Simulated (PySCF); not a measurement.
`C/C=C\C=C\C1CC1`, C$_{8}$H$_{12}$

Molfile (atoms numbered from 1):
```
C8H12
     RDKit          3D

 20 20  0  0  0  0  0  0  0  0999 V2000
    3.4053    0.8196    0.7784 C   0  0  0  0  0  0  0  0  0  0  0  0
    2.9587   -0.4260    0.0896 C   0  0  0  0  0  0  0  0  0  0  0  0
    1.7120   -0.7652   -0.2466 C   0  0  0  0  0  0  0  0  0  0  0  0
    0.5119   -0.0000   -0.0158 C   0  0  0  0  0  0  0  0  0  0  0  0
   -0.7030   -0.4230   -0.3781 C   0  0  0  0  0  0  0  0  0  0  0  0
   -1.9435    0.3230   -0.1515 C   0  0  0  0  0  0  0  0  0  0  0  0
   -3.2146   -0.4278    0.1617 C   0  0  0  0  0  0  0  0  0  0  0  0
   -3.0595    0.2383   -1.1638 C   0  0  0  0  0  0  0  0  0  0  0  0
    4.2022    1.2940    0.2056 H   0  0  0  0  0  0  0  0  0  0  0  0
    3.8122    0.5741    1.7604 H   0  0  0  0  0  0  0  0  0  0  0  0
    2.5973    1.5325    0.9075 H   0  0  0  0  0  0  0  0  0  0  0  0
    3.7608   -1.1149   -0.1444 H   0  0  0  0  0  0  0  0  0  0  0  0
    1.5566   -1.7140   -0.7462 H   0  0  0  0  0  0  0  0  0  0  0  0
    0.6090    0.9566    0.4784 H   0  0  0  0  0  0  0  0  0  0  0  0
   -0.8127   -1.3807   -0.8717 H   0  0  0  0  0  0  0  0  0  0  0  0
   -1.8092    1.2765    0.3452 H   0  0  0  0  0  0  0  0  0  0  0  0
   -3.8917    0.0036    0.8829 H   0  0  0  0  0  0  0  0  0  0  0  0
   -3.1651   -1.5054    0.2010 H   0  0  0  0  0  0  0  0  0  0  0  0
   -2.9021   -0.3828   -2.0325 H   0  0  0  0  0  0  0  0  0  0  0  0
   -3.6300    1.1321   -1.3649 H   0  0  0  0  0  0  0  0  0  0  0  0
  1  2  1  0
  2  3  2  0
  3  4  1  0
  4  5  2  0
  5  6  1  0
  6  7  1  0
  7  8  1  0
  8  6  1  0
  1  9  1  0
  1 10  1  0
  1 11  1  0
  2 12  1  0
  3 13  1  0
  4 14  1  0
  5 15  1  0
  6 16  1  0
  7 17  1  0
  7 18  1  0
  8 19  1  0
  8 20  1  0
M  END
```

Computed with PySCF 2.14.0, GIAO B97-2/pcSseg-1 magnetisability, rotational g tensor and spin-rotation constants, non-relativistic, gas phase. Geometry: GFN2-xTB.

How diamagnetic is it, and how anisotropic?

Isotropic -1348 × 10⁻³⁰ J/T², or -81.2 × 10⁻⁶ cm³/mol; principal values -1464, -1338, -1241 × 10⁻³⁰ J/T², anisotropy 194 × 10⁻³⁰ J/T² (root of half the summed squared differences of the principal values). The susceptibility is in cgs units.

Split it along the inertial axes a, b, c into diamagnetic and paramagnetic parts about the centre of mass, with the quadrupole moment.


```tsv
axis	χ (10⁻⁶ cm³/mol)	diamagnetic (10⁻⁶ cm³/mol)	paramagnetic (10⁻⁶ cm³/mol)	summed x² of all electrons (Å²)	quadrupole Θ (D Å)
a	-77.0	-284.2	207.1	408.6	+4.04
b	-78.3	-1842.6	1764.3	41.3	+2.80
c	-88.2	-1908.7	1820.5	25.7	-6.84
```
Anisotropies 2χaa − χbb − χcc = +12.3 and 2χbb − χaa − χcc = +8.7 × 10⁻⁶ cm³/mol. Θ is traceless in Buckingham's convention.

And the rotational g tensor?


| axis | rotational constant (GHz) | g | nuclear part | electronic part |
| --- | --- | --- | --- | --- |
| a | 7.6980 | -0.0423 | 0.7068 | -0.7491 |
| b | 0.7109 | -0.0033 | 0.5860 | -0.5893 |
| c | 0.6886 | +0.0019 | 0.5908 | -0.5889 |

Asymmetric top; isotopes 12C, 1H; no vibrational averaging.
